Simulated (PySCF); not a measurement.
# CrF: from constants to spectrum

UHF constants of CrF, ⁶Σ⁺ (sextet), unpaired electrons σ ↑, π ↑↑, δ ↑↑ (basis Cr def2-TZVPP, F def2-TZVPP; no relativity; PySCF 2.14; masses 51.9405 and 18.9984 u):

| Item | Value |
| --- | --- |
| ωe | 676.3 cm⁻¹ |
| ωexe | 3.35 cm⁻¹ |
| Be | 0.36977 cm⁻¹ |
| αe | 0.00262 cm⁻¹ |

Task: What force constant and bond length do these constants imply?

Result: Reduced mass μred = 13.910 u; k = 5.8918×10⁻⁷·μred·ωe² (u, cm⁻¹, mdyn/Å) = 3.75 mdyn/Å; Re = √(16.8576/(μred·Be)) (u, cm⁻¹, Å) = 1.810 Å.

Task: Estimate the centrifugal constant D from the Kratzer relation and find the Dunham coefficient a1.

Result: D = 4Be³/ωe² = 4.42e-07 cm⁻¹; a1 = −1 − αeωe/(6Be²) = -3.16.

Hartree–Fock leaves out correlation, which carries a large part of most bond energies and some tenths to 1 eV of ionisation energies. The state is the lowest single determinant that the PBE0 search found; with open d or f shells the true ground state can be another one.
